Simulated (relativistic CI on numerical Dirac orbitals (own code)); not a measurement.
# Os³⁺: 4f photoemission

Computed with this model: Dirac-Coulomb-Breit CI, separate exchange-only KLI orbitals for each configuration, model QED (radiative potential, 1s self-energy scaled to tabulated hydrogen-like ionisation energies), valence Slater integrals scaled by 0.8, multiplet model of photoemission in the sudden approximation; configurations [Xe] 4f14 5d5 → [Xe] 4f13 5d5; 80 K; Lorentzian 0.17 eV and Gaussian 0.5 eV FWHM. Energies are those of the free ion, without screening or charge transfer. The energies are binding energies and can lie tens of eV above those of solids. S is read from ⟨S²⟩ = S(S + 1).

Field parameters in Wybourne normalisation: D4h B²₀ = −7Ds, B⁴₀ = 21(Dq − Dt), B⁴₄ = 21√(5/14) Dq. The field is a parameter set, without covalency.

free ion: ground-state S = 2.40, centroid 92.63 eV. Peaks (eV, height): 91.2 (100), 93.9 (60).

D4h, 10Dq = 28450, Ds = -1500, Dt = 320 cm⁻¹: ground-state S = 0.65, centroid 92.87 eV. Peaks (eV, height): 91.4 (100), 93.0 (9), 94.4 (44).

Strongest unbroadened transitions for free ion:

```tsv
Energy (eV)	Relative strength
90.94	100.0
91.16	84.6
91.32	68.4
91.49	52.0
91.64	34.7
91.99	21.9
93.61	21.2
93.81	10.9
93.82	10.8
93.84	26.4
93.85	15.8
93.90	26.7
94.17	14.8
94.28	8.9
94.30	15.2
94.65	11.9
94.71	15.3
95.38	10.6
```
